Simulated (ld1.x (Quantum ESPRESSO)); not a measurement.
## potassium (K): one change to a TM potential, before and after

```json
{"Element": "K", "Generator": "ld1.x (Quantum ESPRESSO) 7.5", "Type": "norm-conserving Troullier–Martins (Kleinman–Bylander form)", "Functional": "LDA (PZ)", "Relativity": "scalar-relativistic", "Frozen core": "[Ne] 3s2", "Valence charge": "7", "Reference configuration": "3p6 4s1 4p0", "Partial waves": "4s (bound): rc 3.80 bohr; 3p (bound): rc 2.10 bohr; 3d channel at -0.1 Ry: rc 4.00 bohr", "Local potential": "the d channel", "Core correction": "Bessel-smoothed model core inside 1.05 bohr"}
```

All-electron outer shells of the reference configuration (LDA (PZ), scalar-relativistic, ld1.x):

| shell | level (eV) | outermost node (bohr) | outermost maximum (bohr) |
| --- | --- | --- | --- |
| 2p | -280.03 | – | 0.26 |
| 3s | -35.18 | 0.48 | 1.07 |
| 3p | -18.83 | 0.45 | 1.15 |
| 4s | -2.43 | 1.59 | 4.03 |
| 4p | -0.84 | 1.88 | 5.71 |

Change: core correction none.

Cutoffs: the cutoffs (Ry, on a coarse ladder) from which the occupation-weighted sum of valence levels, in a spherical-Bessel basis at the reference potential, stays within 10 and 1 mRy of its value at 400 Ry; they do not see the model core or the augmentation charge, which bear on the density cutoff. Errors are all-electron minus pseudo energies relative to the spin-unpolarised reference configuration.

Question: What does the change do?

Answer: The potential gets neither clearly harder nor softer (25 Ry and 40 Ry → 25 Ry and 40 Ry); both files keep a bound ghost (s); of the 5 tests that both files solve, the error grows in 3 and shrinks in 1 by more than 15 % and 0.3 meV (median size 0.7 → 2.0 meV).

| quantity | base | changed |
| --- | --- | --- |
| cutoff, loose | 25 Ry | 25 Ry |
| cutoff, tight | 40 Ry | 40 Ry |
| bound ghosts | s | s |
| tests counted (converged, no solver errors) | 5 of 6 | 5 of 6 |
| error for 3p6 4s0 4p0, meV [ΔE 4.41 eV] | -1.4 | +4.0 |
| error for 3p6 4s0.5 4p0, meV [ΔE 1.71 eV] | -0.7 | -0.1 |
| error for 3p6 4s0 4p1, meV [ΔE 1.63 eV] | +402 | +402 |
| error for 3p6 4s1 4p0 (spin-polarised), meV [ΔE -0.14 eV] | +0.5 | +2.0 |
| error for 3p6 4s0.5 4p0 (spin-polarised), meV [ΔE 1.66 eV] | -0.3 | +1.0 |
| s: phases at 4.37 bohr within 0.05 rad from the reference energy up to (Ry; the scan ends near 5) | 1.2 | 1.2 |
| p: phases at 4.37 bohr within 0.05 rad from the reference energy up to (Ry; the scan ends near 5) | -0.3 | -0.3 |
| d: phases at 4.37 bohr within 0.05 rad from the reference energy up to (Ry; the scan ends near 5) | 0.0 | 0.0 |

Base: Tests not counted: 3p5 4s1 4p0 (solver errors, printed error -2.4 eV). Changed file: Tests not counted: 3p5 4s1 4p0 (solver errors, printed error -2.3 eV). A true bound ghost makes a file unfit for plane-wave use even where its test errors are small: the radial tests pick states by their node count and pass the ghost by. Where a test does run into it, the solver fails or the error is huge.
